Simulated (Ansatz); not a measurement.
`CCC(CC(CC(CC(C)OC)OC)OC)OC`. The state is a singlet with charge 0. Geometry PBE-D4/def2-SVP; atoms count from 1.

```xyz
48

C     2.079    3.990    1.446
C     2.635    2.933    0.494
C     1.600    1.893    0.044
C     2.207    0.853   -0.904
C     1.215   -0.177   -1.463
C     0.643   -1.126   -0.402
C    -0.794   -1.558   -0.684
C    -1.362   -2.509    0.382
C    -1.366   -1.953    1.808
C    -2.091   -2.886    2.779
O    -1.970   -0.657    1.751
C    -1.772    0.137    2.896
O    -0.822   -2.163   -1.977
C    -2.086   -2.173   -2.592
O     1.873   -0.966   -2.456
C     1.589   -0.583   -3.777
O     0.512    2.550   -0.622
C    -0.728    2.488    0.048
H     2.857    4.725    1.735
H     1.250    4.548    0.966
H     1.686    3.535    2.379
H     3.043    3.422   -0.417
H     3.486    2.395    0.965
H     1.208    1.376    0.954
H     2.659    1.390   -1.765
H     3.036    0.320   -0.390
H     0.376    0.389   -1.927
H     1.306   -2.016   -0.351
H     0.664   -0.642    0.595
H    -1.434   -0.642   -0.700
H    -2.407   -2.774    0.111
H    -0.776   -3.452    0.365
H    -0.308   -1.833    2.156
H    -3.154   -2.998    2.483
H    -2.059   -2.510    3.821
H    -1.621   -3.890    2.775
H    -2.189    1.141    2.681
H    -2.285   -0.263    3.802
H    -0.687    0.253    3.142
H    -1.956   -2.584   -3.612
H    -2.834   -2.810   -2.059
H    -2.520   -1.145   -2.676
H     2.168   -1.249   -4.449
H     1.884    0.473   -4.001
H     0.504   -0.699   -4.019
H    -1.068    1.441    0.232
H    -1.477    2.988   -0.598
H    -0.713    3.019    1.031
```

Single mean-field runs in def2-TZVP are fitted with def2-universal-jkfit.

(1) Estimate the Mulliken populations of the heavy atoms from the PBE0/def2-TZVP orbitals of Ansatz.

(2) And the Mayer bond orders between bonded heavy atoms (over 0.3)?

Answers

(1) 
```json
{"atom": "C1", "charge (e)": "-0.40"}
{"atom": "C2", "charge (e)": "-0.15"}
{"atom": "C3", "charge (e)": "0.01"}
{"atom": "C4", "charge (e)": "-0.16"}
{"atom": "C5", "charge (e)": "0.17"}
{"atom": "C6", "charge (e)": "-0.26"}
{"atom": "C7", "charge (e)": "0.07"}
{"atom": "C8", "charge (e)": "-0.16"}
{"atom": "C9", "charge (e)": "0.02"}
{"atom": "C10", "charge (e)": "-0.38"}
{"atom": "O11", "charge (e)": "-0.28"}
{"atom": "C12", "charge (e)": "-0.24"}
{"atom": "O13", "charge (e)": "-0.26"}
{"atom": "C14", "charge (e)": "-0.23"}
{"atom": "O15", "charge (e)": "-0.29"}
{"atom": "C16", "charge (e)": "-0.23"}
{"atom": "O17", "charge (e)": "-0.31"}
{"atom": "C18", "charge (e)": "-0.24"}
```
Mulliken values and Mayer orders depend strongly on the basis.

(2) C1–C2 0.99 (1.53 Å); C2–C3 1.01 (1.53 Å); C3–C4 1.01 (1.53 Å); C3–O17 0.92 (1.43 Å); C4–C5 0.99 (1.54 Å); C5–C6 0.95 (1.53 Å); C5–O15 0.95 (1.43 Å); C6–C7 1.01 (1.53 Å); C7–C8 0.99 (1.54 Å); C7–O13 1.00 (1.43 Å); C8–C9 0.99 (1.53 Å); C9–C10 0.97 (1.53 Å); C9–O11 0.98 (1.43 Å); O11–C12 0.99 (1.41 Å); O13–C14 1.00 (1.41 Å); O15–C16 1.00 (1.40 Å); O17–C18 0.99 (1.41 Å).
